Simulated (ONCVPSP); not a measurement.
## manganese (Mn): ONCV pseudisation with PBE, scalar-relativistic reference atom.

Input for ONCVPSP 4.0.1:

```
# ATOM AND REFERENCE CONFIGURATION
# atsym  z   nc   nv     iexc    psfile
  Mn 25.00    3    5        4      upf
#
#   n    l    f
    1    0    2.00
    2    0    2.00
    2    1    6.00
    3    0    2.00
    3    1    6.00
    3    2    5.00
    4    0    1.75
    4    1    0.25
#
# PSEUDOPOTENTIAL AND OPTIMIZATION
# lmax
    2
#
#   l,   rc,      ep,       ncon, nbas, qcut
    0    1.45    0.00    4    7    8.40
    1    1.85    0.00    4    8    8.70
    2    1.20    0.00    3    7   15.40
#
# LOCAL POTENTIAL
# lloc, lpopt,  rc(5),   dvloc0
    4    5    1.05    0.00
#
# VANDERBILT-KLEINMAN-BYLANDER PROJECTORs
# l, nproj, debl
    0    2    2.00
    1    2    2.80
    2    2    2.60
#
# MODEL CORE CHARGE
# icmod, fcfact, rcfact
    3    3.00    1.60
#
# LOG DERIVATIVE ANALYSIS
# epsh1, epsh2, depsh
   -5.00    5.00    0.04
#
# OUTPUT GRID
# rlmax, drl
    6.00    0.01
#
# TEST CONFIGURATIONS
# ncnf
    4
# nvcnf
#   n    l    f
    5
    3    0    2.00
    3    1    6.00
    3    2    5.00
    4    0    2.00
    4    1    0.00
#
    5
    3    0    2.00
    3    1    6.00
    3    2    5.00
    4    0    1.00
    4    1    0.00
#
    5
    3    0    2.00
    3    1    6.00
    3    2    5.00
    4    0    0.00
    4    1    0.00
#
    5
    3    0    1.00
    3    1    6.00
    3    2    5.00
    4    0    2.00
    4    1    0.00
#
```

Command:

```bash
oncvpsp.x < Mn.dat > Mn.out
```

The program printed (shortened: citation, most of the input echo, consistency checks and plot data are left out):

```
ONCVPSP  (Optimized Norm-Conservinng Vanderbilt PSeudopotential)
scalar-relativistic version 4.0.1

#   n    l    f        energy (Ha)
    1    0    2.00    -2.3629759E+02
    2    0    2.00    -2.7354778E+01
    2    1    6.00    -2.3174241E+01
    3    0    2.00    -3.1719220E+00
    3    1    6.00    -2.0222221E+00
    3    2    5.00    -2.6419603E-01
    4    0    1.75    -1.9765411E-01
    4    1    0.25    -5.8147021E-02

Reference configufation results
  iterations    34
  all-electron total energy (Ha)   -1.15826117D+03

Begin loop to  construct optimized pseudo wave functions
and semi-local pseudopoentials for all angular momenta

Calculating optimized projector #   1

 for l=   0

    Fraction of norm inside rc  0.951870
    Optimizing pswf for qcut=   8.40 a_B^-1,  ecut=  35.26 Ha
    Residual kinetic energy error=  2.68D-06 Ha

    Energy error per electron        Cutoff
         Ha          eV             Ha
         0.01000     0.27211       13.83
         0.00100     0.02721       23.35
         0.00010     0.00272       28.65
         0.00001     0.00027       33.10

Calculating optimized projector #   2

 for l=   0

    Fraction of norm inside rc  0.045876
    Optimizing pswf for qcut=   8.40 a_B^-1,  ecut=  35.26 Ha
    Residual kinetic energy error=  3.88D-06 Ha

    Energy error per electron        Cutoff
         Ha          eV             Ha
         0.01000     0.27211        6.45
         0.00100     0.02721       19.95
         0.00010     0.00272       27.63
         0.00001     0.00027       33.28

Calculating optimized projector #   1

 for l=   1

    Fraction of norm inside rc  0.980305
    Optimizing pswf for qcut=   8.69 a_B^-1,  ecut=  37.79 Ha
    Residual kinetic energy error=  3.37D-08 Ha

    Energy error per electron        Cutoff
         Ha          eV             Ha
         0.01000     0.27211       19.29
         0.00100     0.02721       24.24
         0.00010     0.00272       28.29
         0.00001     0.00027       31.63

Calculating optimized projector #   2

 for l=   1

    Fraction of norm inside rc  0.037419
    Optimizing pswf for qcut=   8.69 a_B^-1,  ecut=  37.79 Ha
    Residual kinetic energy error=  1.22D-08 Ha

    Energy error per electron        Cutoff
         Ha          eV             Ha
         0.01000     0.27211       12.22
         0.00100     0.02721       18.69
         0.00010     0.00272       24.23
         0.00001     0.00027       28.73

   Wellstate for l =  2  n =  5
     eigenvalue =   2.3358
     asymptotic potential =   2.8358
     half-point radius =  3.2618

Calculating optimized projector #   1

 for l=   2

    Fraction of norm inside rc  0.599920
    Optimizing pswf for qcut=  15.39 a_B^-1,  ecut= 118.39 Ha
    Residual kinetic energy error=  5.31D-08 Ha

    Energy error per electron        Cutoff
         Ha          eV             Ha
         0.01000     0.27211       59.55
         0.00100     0.02721       73.97
         0.00010     0.00272       85.98
         0.00001     0.00027       95.63

Calculating optimized projector #   2

 for l=   2

    Fraction of norm inside rc  0.072978
    Optimizing pswf for qcut=  15.39 a_B^-1,  ecut= 118.39 Ha
    Residual kinetic energy error=  1.18D-08 Ha

    Energy error per electron        Cutoff
         Ha          eV             Ha
         0.01000     0.27211       56.55
         0.00100     0.02721       72.89
         0.00010     0.00272       86.14
         0.00001     0.00027       96.71

Construct Vanderbilt / Kleinmman-Bylander projectors

B matrix Hermiticity error, ll=   0
   1   2    2.5367E-04

  Orthonormal projector coefficients  9.9420E+00  1.7918E+00

B matrix Hermiticity error, ll=   1
   1   2    9.6115E-05

  Orthonormal projector coefficients  4.1899E+00 -3.8908E-01

B matrix Hermiticity error, ll=   2
   1   2   -2.2842E-04

  Orthonormal projector coefficients -1.2041E+01 -2.6312E+00

Model core correction analysis
  based on d2Exc/dn_idn_j

d2excae - all-electron derivatives

   -4.284451D-02   -3.951621D-02   -2.777788D-02   -2.094831D-03
   -8.229307D-04
   -3.951650D-02   -3.766335D-02   -2.747825D-02   -2.516530D-03
   -9.039084D-04
   -2.777840D-02   -2.747855D-02   -2.509043D-02   -7.711677D-03
   -3.302128D-03
   -2.094571D-03   -2.516043D-03   -7.709765D-03   -3.123638D-02
   -2.431975D-02
   -8.229127D-04   -9.038046D-04   -3.300310D-03   -2.430847D-02
   -3.041080D-02

d2excps - pseudofunction derivatives with no core correction

   -5.015898D-02   -3.960524D-02   -3.023649D-02   -2.775910D-03
   -9.177226D-04
   -3.960641D-02   -3.836670D-02   -3.012369D-02   -2.490284D-03
   -9.253292D-04
   -3.023739D-02   -3.012395D-02   -2.694550D-02   -7.824952D-03
   -3.388583D-03
   -2.776038D-03   -2.489788D-03   -7.823044D-03   -3.127073D-02
   -2.431993D-02
   -9.177481D-04   -9.252250D-04   -3.386768D-03   -2.430866D-02
   -3.041159D-02

rms 2nd derivative error    1.838822E-03

rmatch, rhocmatch    0.4362   35.7557

Teter function model core charge with specified parameters

d2excps - pseudofunction derivatives with core correction

   -3.814271D-02   -3.571939D-02   -2.747796D-02   -1.930263D-03
   -7.688549D-04
   -3.571926D-02   -3.620619D-02   -2.825266D-02   -2.215863D-03
   -8.396078D-04
   -2.747814D-02   -2.825293D-02   -2.528127D-02   -7.638278D-03
   -3.318145D-03
   -1.929973D-03   -2.215358D-03   -7.636363D-03   -3.121207D-02
   -2.430989D-02
   -7.688234D-04   -8.395010D-04   -3.316327D-03   -2.429862D-02
   -3.040843D-02

rms 2nd derivative error    1.479761E-03

Pseudoatom total energy -103.860436

Diagnostic tests using Vanderbilt-Kleinman-Bylander pseudopotentials
  1 or more projectors used as specified by nproj input data

   l    rcore       rmatch      e in        delta e   norm test  slope test

   0   1.4516166   1.4956908  -3.1719220   0.0000036   1.0001636   1.0001509
   0   1.4516166   1.4956908  -0.1976541   0.0000037   1.0000350   1.0000281

   1   1.8551077   1.9114328  -2.0222221  -0.0000011   1.0001393   1.0001295
   1   1.8551077   1.9114328  -0.0581470   0.0000012   1.0000208   1.0000184

   2   1.2059090   1.2425230  -0.2641960  -0.0000027   1.0000854   1.0000838
   2   1.2059090   1.2425230   2.3358040   0.0000163   1.0002893   1.0002893

 Testing for bound ghosts
   n   l    E NL Schr. Eq   E Basis Diag.   E Cutoff

   1   0       -3.171918       -3.171917     90.26
   2   0       -0.197650       -0.093879     90.26

   2   1       -2.022223       -2.022222     88.65
   3   1       -0.058146        0.019241     88.65

   3   2       -0.264199       -0.250182    177.26

 Testing for highly-localized positive-energy ghosts
       l    <radius>/rc     E Basis Diag.   E Cutoff

Test configuration 0

   n   l     f        eae           eps        diff
   1   0  2.0000 -236.29758741
   2   0  2.0000  -27.35477756
   2   1  6.0000  -23.17424098
   3   0  2.0000   -3.17192197   -3.17191839    3.58D-06
   3   1  6.0000   -2.02222207   -2.02222322   -1.15D-06
   3   2  5.0000   -0.26419603   -0.26419875   -2.72D-06
   4   0  1.7500   -0.19765411   -0.19765038    3.73D-06
   4   1  0.2500   -0.05814702   -0.05814579    1.23D-06

    Total energies and differences
      AE_ref= -1.15826117D+03  AE_tst= -1.15826117D+03  dif=  0.00D+00
      PS_ref= -1.03860436D+02  PS_tst= -1.03860436D+02  dif= -1.93D-12
      PSP excitation error=  1.93D-12

Test configuration 1

   n   l     f        eae           eps        diff
   1   0  2.0000 -236.28156533
   2   0  2.0000  -27.33959878
   2   1  6.0000  -23.15901013
   3   0  2.0000   -3.15601129   -3.15597777    3.35D-05
   3   1  6.0000   -2.00626481   -2.00623431    3.05D-05
   3   2  5.0000   -0.24883309   -0.24882197    1.11D-05
   4   0  2.0000   -0.18768735   -0.18768527    2.08D-06

    Total energies and differences
      AE_ref= -1.15826117D+03  AE_tst= -1.15829576D+03  dif= -3.46D-02
      PS_ref= -1.03860436D+02  PS_tst= -1.03895025D+02  dif= -3.46D-02
      PSP excitation error=  2.68D-06

Test configuration 2

   n   l     f        eae           eps        diff
   1   0  2.0000 -236.58646210
   2   0  2.0000  -27.63769634
   2   1  6.0000  -23.45768062
   3   0  2.0000   -3.45823770   -3.45816895    6.87D-05
   3   1  6.0000   -2.30896586   -2.30906321   -9.73D-05
   3   2  5.0000   -0.54785911   -0.54793905   -7.99D-05
   4   0  1.0000   -0.43650685   -0.43648972    1.71D-05

    Total energies and differences
      AE_ref= -1.15826117D+03  AE_tst= -1.15798646D+03  dif=  2.75D-01
      PS_ref= -1.03860436D+02  PS_tst= -1.03585709D+02  dif=  2.75D-01
      PSP excitation error= -1.73D-05

Test configuration 3

psatom: WARNING lschvkbb convergence error n,l,iter=   3   1   5
ea(ii),et,emin,emax -6.843222E-02 -7.527544E-02 -7.527544E-02 -7.527544E-02
run_config: WARNING for fully non-local PS atom, stg. 1
 WARNING no output for configuration 4

Test configuration 4

   n   l     f        eae           eps        diff
   1   0  2.0000 -237.02229423
   2   0  2.0000  -28.00144293
   2   1  6.0000  -23.82763705
   3   0  1.0000   -3.74019086   -3.75298653   -1.28D-02
   3   1  6.0000   -2.58134333   -2.58172503   -3.82D-04
   3   2  5.0000   -0.78294794   -0.78585803   -2.91D-03
   4   0  2.0000   -0.50306486   -0.50333327   -2.68D-04

    Total energies and differences
      AE_ref= -1.15826117D+03  AE_tst= -1.15485947D+03  dif=  3.40D+00
      PS_ref= -1.03860436D+02  PS_tst= -1.00452227D+02  dif=  3.41D+00
      PSP excitation error= -6.51D-03
```

The run took about 4.8 s on one core of a shared server CPU.
